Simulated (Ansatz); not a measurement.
In(OH)2(SeH) (H3InO2Se), SMILES [OH][In]([SeH])[OH].

The structure is a stationary point at r2SCAN-D4/def2-SVP. The structure was generated by enumeration; whether it is a known compound was not checked. The def2 effective core potentials stand for the cores of In; spin–orbit coupling is left out. The values are those of a single conformer.

Two levels are set side by side: PBE/def2-SVPD (Ansatz, a quantum-chemistry and plane-wave program) and CAM-B3LYP/def2-SVPD (Ansatz). Energy differences of separate SCF runs at the same geometry; the states with an electron removed or added have multiplicity 2 and 2. Differences are taken from unrounded values.

```csv
quantity,CAM-B3LYP
vertical ionisation energy (eV),9.71
vertical electron affinity (eV),0.66
vertical singlet–triplet gap (eV),4.03
```

Question: What does PBE give, and how far is it from CAM-B3LYP? (The exact figures need the calculation; the answer reports its results.)

Answer: 
```
quantity                            PBE  PBE minus CAM-B3LYP
---------------------------------  ----  -------------------
vertical ionisation energy (eV)    9.28                -0.44
vertical electron affinity (eV)    0.77                 0.11
vertical singlet–triplet gap (eV)  3.56                -0.48
```
